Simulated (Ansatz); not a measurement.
Cost and result for the atomization energy of `F[B]1[SiH2][O][Al]1[SH]` (9 atoms, 9 bonds).

```xyz
9

F     0.9653    2.3782    0.7156
B     0.6231    1.1754    0.3426
Si    1.5474   -0.5496   -0.2982
O     0.0645   -1.2922   -0.4382
Al   -1.1013   -0.1044    0.0446
S    -3.2338   -0.5527    0.0601
H     2.2518   -0.4886   -1.6094
H     2.4157   -1.2508    0.6886
H    -3.5328    0.6847    0.4942
```

Total charge 0; spin multiplicity 1. The structure was optimised at the PBE0-D4/def2-TZVP level. It is one conformer, not always the lowest. Program: Ansatz. All runs use 4 threads of an Arm Neoverse V2 on a shared host. Times are those of one run each, without the atoms' runs, and a repeat can differ threefold. Electronic energies, without spin–orbit coupling; frozen cores. CCSD(T)/CBS adds CCSD(T) − MP2 in def2-TZVPP to the MP2 limit, and its time is that of the two runs behind it. T1 = 0.016. B3LYP takes the VWN-RPA correlation (the form of Gaussian; ORCA's B3LYP/G). HSE06 is the plane-wave form, built on full-range PBE exchange.

CCSD(T)/CBS is a level of theory with its own doubt, some kJ/mol a heavy atom from the limit and from the frozen cores, so smaller differences don't rank the functionals.

| level | functions | wall time |
| --- | --- | --- |
| LDA (SPW92)/def2-TZVPP | 261 | 1.4 s |
| BLYP-D4/def2-TZVPP | 261 | 2.1 s |
| revPBE-D4/def2-TZVPP | 261 | 2.2 s |
| PBE0-D4/def2-TZVPP | 261 | 3.6 s |
| HSE06-D4/def2-TZVPP | 261 | 3.6 s |
| CCSD(T)/def2-SVP | 111 | 4.6 s |
| B3LYP-D4/def2-TZVPP (with forces) | 261 | 5.5 s |
| PBE-QIDH/def2-TZVPP | 261 | 6 s |
| ωB97X-V/def2-TZVPP | 261 | 8 s |
| ωB97M-V/def2-TZVPP (with forces) | 261 | 13 s |
| MP2/def2-QZVPP | 471 | 20 s |
| CCSD(T)/def2-TZVPP | 261 | 2.6 min |
| CCSD(T)/CBS(def2) | – | 2.9 min |

**Question.** What atomization energy does each give, and how far from CCSD(T)/CBS? (Best estimate.)

**Answer.** Ansatz gave: 
```
                            level  atomization (kcal/mol)  difference from CCSD(T)/CBS  per bond
           LDA (SPW92)/def2-TZVPP                   893.5                        116.9      13.0
               BLYP-D4/def2-TZVPP                   771.1                         -5.5      -0.6
             revPBE-D4/def2-TZVPP                   767.0                         -9.6      -1.1
               PBE0-D4/def2-TZVPP                   772.9                         -3.7      -0.4
              HSE06-D4/def2-TZVPP                   773.6                         -3.0      -0.3
                 CCSD(T)/def2-SVP                   717.5                        -59.1      -6.6
B3LYP-D4/def2-TZVPP (with forces)                   770.2                         -6.4      -0.7
              PBE-QIDH/def2-TZVPP                   770.3                         -6.3      -0.7
               ωB97X-V/def2-TZVPP                   781.6                          5.0       0.6
 ωB97M-V/def2-TZVPP (with forces)                   779.7                          3.1       0.3
                   MP2/def2-QZVPP                   791.1                         14.5       1.6
               CCSD(T)/def2-TZVPP                   752.3                        -24.3      -2.7
                CCSD(T)/CBS(def2)                   776.6                          0.0       0.0
```

From PBE to PBE0 (25 % exact exchange), in def2-TZVPP and without D4, the atomization energy moves by −16.4 kcal/mol: exact exchange takes away binding that semilocal exchange gives to molecules. Leaving LDA and LC-ωPBE aside and taking each functional with its dispersion term where it has one, the values, not all of them listed here, spread over 43.4 kcal/mol, from BHLYP-D4 to PBE-D4. LDA lies +109.0 kcal/mol from PBE without D4, its usual overbinding. In def2-TZVPP, CCSD(T) changes the Hartree–Fock value by +189.0 kcal/mol (the triples alone add +14.9 kcal/mol) and MP2 by +213.2 kcal/mol; breaking electron pairs costs correlation energy, which Hartree–Fock lacks.
